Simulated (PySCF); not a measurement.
C₃HClF₂, SMILES C(=C=CCl)(F)F. Atoms are numbered in the order given.

```xyz
7

F     -2.1648     0.1840     1.0814
C     -1.4390    -0.0283     0.0000
F     -2.1648     0.1840    -1.0814
C     -0.1885    -0.4087     0.0000
C      1.0641    -0.7770     0.0000
Cl     2.4092     0.3408     0.0000
H      1.3911    -1.8221     0.0000
```
Charge 0, spin multiplicity 1.

Coordinates come from a B3LYP-D3(BJ)/def2-SVP optimisation.

Two levels are set side by side: PBE/pcSseg-1 (PySCF) and B3LYP/pcSseg-1 (PySCF). GIAO shifts against CFCl3 (¹⁹F), HCl (³⁵Cl), TMS (¹H), TMS (¹³C) at the same level; non-relativistic, no solvent, atoms listed together averaged. Without spin–orbit terms, shifts of atoms bonded to Cl or Br come out too high at both levels. Differences are taken from unrounded values.

```csv
quantity,PBE
"δ(¹⁹F) of F1, F3 (ppm)",-95.7
δ(¹³C) of C2 (ppm),163.6
δ(¹³C) of C4 (ppm),183.0
δ(¹³C) of C5 (ppm),121.6
δ(³⁵Cl) of Cl6 (ppm),342.5
δ(¹H) of H7 (ppm),7.28
```

Q: These are the PBE values. What does B3LYP give? (The exact figures need the calculation; the answer reports its results.)

A: 
```
quantity                B3LYP  PBE minus B3LYP
----------------------  -----  ---------------
δ(¹⁹F) of F1, F3 (ppm)  -89.8             -5.9
δ(¹³C) of C2 (ppm)      165.0             -1.4
δ(¹³C) of C4 (ppm)      187.4             -4.4
δ(¹³C) of C5 (ppm)      123.2             -1.6
δ(³⁵Cl) of Cl6 (ppm)    311.1             31.3
δ(¹H) of H7 (ppm)        7.23             0.05
```

Rough cost on one machine, each run with all the roots and properties that it gave: B3LYP against PBE within a factor of 2.
